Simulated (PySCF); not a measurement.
How methods differ on the ionisation energy of Al⁹⁺

Al⁹⁺ [He] 2s2 → Al¹⁰⁺ [He] 2s1 [2s1/2^1, M_J = 1/2], as a difference of total energies. All numbers are calculated (PySCF 2.14, the two-component X2C-1e Hamiltonian, in an even-tempered Gaussian basis (17 s from 1.2 bohr⁻², ratio 2.4; 10 p from 1.6 bohr⁻², ratio 2.4; 5 d from 5.4 bohr⁻², ratio 2.6; 5 f from 8.1 bohr⁻², ratio 2.6)). Correlated levels: nothing frozen; the 28 highest virtual spinors dropped. "Screened" scales the spin-orbit matrix elements by Boettger's factors to mimic the two-electron term; Breit and QED terms are absent.

```
                    method  ionisation energy (eV)
 GHF (screened spin-orbit)                  394.35
GMP2 (screened spin-orbit)                  396.97
```

Task: How much does correlation contribute at GMP2 (screened spin-orbit)?

Result: 396.97 − (394.35) = 2.62 eV, measured against GHF (screened spin-orbit).

For comparison: 398.65 ± 0.06 eV (semi-empirical (NIST evaluation); NIST Atomic Spectra Database, ionization energies).
